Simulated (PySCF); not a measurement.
OsO₄, SMILES [O]=[Os](=[O])(=[O])=[O], multiplicity 1.

Geometry: B3LYP-D3(BJ)/def2-SVP. The multiplicity is an assumed one; other spin states were not compared. The isomer is the one that the SMILES or the coordinates give; other isomers of the formula were not compared. The def2 effective core potentials stand for the cores of Os; spin–orbit coupling is left out.

Calculation: B3LYP-D3(BJ)/def2-SVP (PySCF).

Frequencies are harmonic and unscaled.

Modes within 1.5 cm⁻¹ of each other (mostly degenerate sets) share a row, with their intensities summed.

| mode | ν (cm⁻¹) | IR (km/mol) | Raman (Å⁴/amu) | depolarisation | moving atoms (share of kinetic energy) |
|---|---|---|---|---|---|
| 1–3 | 335 | 24.2 | 4.3 | 0.75 | O 86 %, Os 14 % |
| 4–5 | 339 | 0.0 | 11.6 | 0.75 | O 100 % |
| 6–8 | 994 | 349.2 | 21.9 | 0.75 | O 89 %, Os 11 % |
| 9 | 1012 | 0.0 | 34.6 | 0.00 | O 100 % |
